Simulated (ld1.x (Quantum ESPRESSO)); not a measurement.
**PBEsol RRKJ dataset for N (Z = 7), scalar-relativistic all-electron reference.**

```json
{
 "Element": "nitrogen",
 "Generator": "ld1.x (Quantum ESPRESSO) 7.5",
 "Type": "norm-conserving RRKJ (Kleinman–Bylander form)",
 "Functional": "PBEsol",
 "Relativity": "scalar-relativistic",
 "Frozen core": "[He]",
 "Valence charge": "5",
 "Reference configuration": "2s2 2p2 (charge +1)",
 "Partial waves": "2p (bound): rc 1.60 bohr; 3d channel at -0.2 Ry: rc 1.45 bohr; 2s (bound): rc 0.95 bohr",
 "Local potential": "the s channel",
 "Core correction": "Bessel-smoothed model core inside 0.45 bohr"
}
```

All-electron outer shells of the reference configuration (PBEsol, scalar-relativistic, ld1.x):

| shell | level (eV) | outermost node (bohr) | outermost maximum (bohr) |
| --- | --- | --- | --- |
| 2s | -32.31 | 0.32 | 0.99 |
| 2p | -20.60 | – | 0.92 |

Q: Estimate the cutoffs (Ry, on a coarse ladder) from which the occupation-weighted sum of valence levels, in a spherical-Bessel basis at the reference potential, stays within 10 and 1 mRy of its value at 400 Ry.

A: 55 Ry and 140 Ry.

Q: What does a ghost test show?

A: No extra level below or beside the all-electron valence levels (p, d, s, f tested).

Q: Which valence shell sets the plane-wave cutoff?

A: 2s: its level needs 120 Ry to come within 1 mRy, against 45 Ry for 2p.

Q: Tests: 2s2 2p3; 2s2 2p1; 2s2 2p0; 2s1 2p4; 2s2 2p3.3; 2s1 2p3; 2s2 2p2.5. Which has the largest error in its energy relative to the reference configuration, and how large is it?

A: 2s2 2p0, with +620 meV (all-electron minus pseudo) on +75.62 eV.
